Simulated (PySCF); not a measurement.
# Polarisability and C₆ of Ne (neon, neutral)

[Ne], closed-shell 1S. All numbers are calculated (PySCF 2.14, the non-relativistic Hamiltonian (point nucleus), in aug-cc-pVTZ (5s4p3d2f, 46 functions)). Coupled (time-dependent) response in atomic units; α is the mean over directions.

```
method  mean α (bohr³)  C₆ (like pair)  S(−4)
   UHF           2.194           5.186  1.605
   PBE           2.635           6.461  2.923
  PBE0           2.483           6.024  2.391
M06-2X           2.416           5.796  2.190
 B97-3           2.493           6.041  2.411
```

S(−4) is the Cauchy moment in α(ω) = α(0) + S(−4) ω² + …

Reference α: 2.661 bohr³ (recommended; Schwerdtfeger and Nagle, table of static dipole polarizabilities (2023 update)). Published C₆: 6.200 (Chu and Dalgarno (2004); Tang, Norbeck and Certain (1976)).

α(iu) at PBE:

```json
{"u (hartree)": "0", "α(iu) (bohr³)": "2.635"}
{"u (hartree)": "0.0500", "α(iu) (bohr³)": "2.628"}
{"u (hartree)": "0.100", "α(iu) (bohr³)": "2.607"}
{"u (hartree)": "0.200", "α(iu) (bohr³)": "2.527"}
{"u (hartree)": "0.300", "α(iu) (bohr³)": "2.414"}
{"u (hartree)": "0.500", "α(iu) (bohr³)": "2.145"}
{"u (hartree)": "0.750", "α(iu) (bohr³)": "1.818"}
{"u (hartree)": "1.00", "α(iu) (bohr³)": "1.537"}
{"u (hartree)": "1.50", "α(iu) (bohr³)": "1.108"}
{"u (hartree)": "2.00", "α(iu) (bohr³)": "0.8194"}
{"u (hartree)": "3.00", "α(iu) (bohr³)": "0.4896"}
{"u (hartree)": "5.00", "α(iu) (bohr³)": "0.2287"}
```

A single London oscillator, α(iu) = α/(1 + u²/ω²), gives C₆ = (3/4) ω α². Matching the computed C₆ needs ω = 4 × 6.461 / (3 × 2.635²) = 1.24 hartree.
